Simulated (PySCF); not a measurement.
Here is a computed PBE0-D3(BJ)/def2-SVP geometry (Å):
```
atom  x, y, z in Å
B1    -1.542    0.169   -0.162
C2    -0.114   -0.164   -0.694
C3     1.028    0.747   -0.396
C4     1.857    0.513    0.624
Te5    1.411   -1.229    1.720
C6    -0.276   -1.295    0.357
H7    -2.510   -0.363   -0.653
H8    -1.660    0.949    0.753
H9    -0.065   -0.577   -1.712
H10    1.173    1.620   -1.042
H11    2.699    1.149    0.904
H12   -1.187   -1.130    1.005
H13   -0.411   -2.281   -0.102
```

Neutral, closed shell.

Problem. Which heavy atoms are bonded, and with what formal order?

Solution. B1–C2 1.56 Å (single); C2–C3 1.49 Å (single); C3–C4 1.33 Å (double); C4–Te5 2.11 Å (single); Te5–C6 2.17 Å (single); C2–C6 1.55 Å (single). Bonds to hydrogen (Å): B1–H7 1.21; B1–H8 1.21; C2–H9 1.10; C3–H10 1.10; C4–H11 1.09; C6–H12 1.13; C6–H13 1.10.

Problem. Which species is it?

Solution. `B[C@H]1C=C[Te]C1`, C4H7BTe. Among its features: C=C double bond and three-coordinate boron.

Problem. What is the point group of this geometry?

Solution. C1 (no symmetry element, even within 0.4 Å).

Problem. Which rings does it hold (smallest set)?

Solution. C2–C3–C4–Te5–C6 (5 members, 0.04 Å rms from planarity).

Problem. Classify the heavy atoms.

Solution. B1: three-coordinate boron; C2: sp3 carbon bound to boron; C3: alkene CH carbon; C4: alkene CH carbon; Te5: tellurium bonded to 2 C; C6: ring CH2 carbon.

Problem. What is the arrangement about C2?

Solution. It has 4 neighbours (B1, C3, C6, H9) and has angles from 80.2° to 120.2°.

Problem. What is the arrangement about B1?

Solution. It has 3 neighbours (C2, H7, H8) and is planar (angles 121.0°, 120.0° and 119.0°, sum 360.0°, 0.01 Å off the plane of its three neighbours).
